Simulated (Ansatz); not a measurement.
Reaction (redistribution): `N[SiH2]C(N)[SiH3]` + `[SiH3][NH][AlH][SeH]` → `N[SiH2][AlH][SeH]` + `NC([SiH3])N[SiH3]`

Computed with Ansatz on PBE0-D4/def2-TZVP structures; ΔE is electronic, products minus reactants. CBS: MP2 limit from def2 TZ/QZ plus the TZ coupled-cluster correction, frozen cores. DFT in def2-TZVPP. B3LYP here is the variant with VWN-RPA as its local correlation; programs differ in this. For Se outer-core shells are correlated without core-valence functions, which leaves a few kJ/mol of doubt a bond. Scalar relativity is left out up to krypton. One conformer a species, not always the lowest.

`N[SiH2]C(N)[SiH3]`:

Cartesian coordinates in Å:
```
N 0.742 0.136 2.557
Si 0.630 -0.625 1.024
C -0.459 0.255 -0.238
N 0.169 1.566 -0.501
Si -0.815 -0.731 -1.804
H 1.017 1.105 2.600
H 0.057 -0.074 3.264
H 0.116 -2.003 1.252
H 1.988 -0.675 0.410
H -1.412 0.429 0.280
H 1.068 1.441 -0.954
H -0.395 2.128 -1.128
H -1.594 0.118 -2.751
H 0.469 -1.088 -2.470
H -1.581 -1.982 -1.541
```

`[SiH3][NH][AlH][SeH]`:

Z-matrix (Å, degrees):
```
Si
N 1 1.726
H 1 1.489 2 112.2
H 1 1.486 2 107.2 3 -119.6
H 1 1.489 2 112.2 3 120.9
Al 2 1.779 1 129.6 3 119.0
H 2 1.012 1 114.8 3 -60.8
Se 6 2.316 2 117.7 1 0.3
H 6 1.577 2 120.3 1 -179.7
H 8 1.470 6 90.1 2 -179.9
```

`N[SiH2][AlH][SeH]`:

```xyz
10

N    -0.024    0.453    1.960
Si   -1.111   -0.064    0.709
Al   -0.041   -0.352   -1.492
Se    2.235    0.131   -1.404
H     0.372    1.379    1.894
H     0.680   -0.196    2.276
H    -2.205    0.947    0.624
H    -1.720   -1.350    1.159
H    -0.635   -0.795   -2.897
H     2.450   -0.151   -2.829
```

`NC([SiH3])N[SiH3]`:

```xyz
15

N     0.536   -1.157    1.670
C    -0.279   -0.496    0.653
Si    0.003   -1.286   -1.065
N     0.005    0.916    0.710
Si   -0.208    2.074   -0.541
H     0.259   -2.123    1.797
H     1.517   -1.138    1.413
H    -1.325   -0.711    0.926
H    -0.343   -2.724   -0.900
H    -0.841   -0.722   -2.156
H     1.440   -1.172   -1.431
H    -0.018    1.248    1.666
H     0.573    1.654   -1.736
H     0.299    3.364   -0.010
H    -1.618    2.273   -0.995
```

```csv
level,ΔE (kcal/mol),difference from CCSD(T)/CBS
PBE0-D4,38.2,-5.0
ωB97X-V,41.2,-2.0
ωB97M-V,43.6,0.4
B2PLYP,43.0,-0.2
PBE,36.0,-7.2
r2SCAN,41.4,-1.8
B3LYP,40.8,-2.4
HF/def2-TZVPP,44.1,0.9
MP2/def2-TZVPP,46.1,2.9
SCS-MP2/def2-TZVPP,45.2,2.0
HF/def2-QZVPP,44.5,1.3
MP2/def2-QZVPP,46.4,3.2
SCS-MP2/def2-QZVPP,45.5,2.3
HF/CBS(def2),44.6,1.4
MP2/CBS(def2),46.4,3.2
CCSD/CBS(def2),43.6,0.4
CCSD(T)/CBS,43.2,0
```

Largest T1 diagnostic among the species: 0.011.

From PBE to PBE0 (25 % exact exchange), in def2-TZVPP and without D4, ΔE moves by +2.1 kcal/mol.
